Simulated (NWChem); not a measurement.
## Atomisation of CNO

```xyz
3

O      0.0000     0.0000     1.1506
C      0.0000     0.0000    -0.0418
N      0.0000     0.0000    -1.2791
```
Charge 0, spin multiplicity 2.

Everything below was run with NWChem. All single points use one geometry, from UPBE/def2-SVP, a minimum by its harmonic frequencies.

Basis set: def2-TZVP. The atomisation energy is electronic alone: no zero-point, thermal, spin-orbit or counterpoise terms. No value is extrapolated to the basis-set limit. Free atoms are single determinants with multiplicities O 3, C 3, N 4. Correlated methods freeze the same cores in atoms and molecule, 3 orbitals in all.

The structure started from a generated list of species. The unpaired electrons of the parent sit in orbitals of symmetry b1 (C2v labels of the run); other states weren't searched. The stability of the SCF solutions was not checked. Open-shell Hartree-Fock references start from PBE0 orbitals.

Problem. One of these methods gave an atomisation energy of 324.6 kcal/mol. Which?
A. LDA (SVWN5)
B. r2SCAN
C. BP86
D. MP2

Solution. B, r2SCAN. The others give 395.0 (LDA (SVWN5)), 347.3 (BP86), 314.2 (MP2).
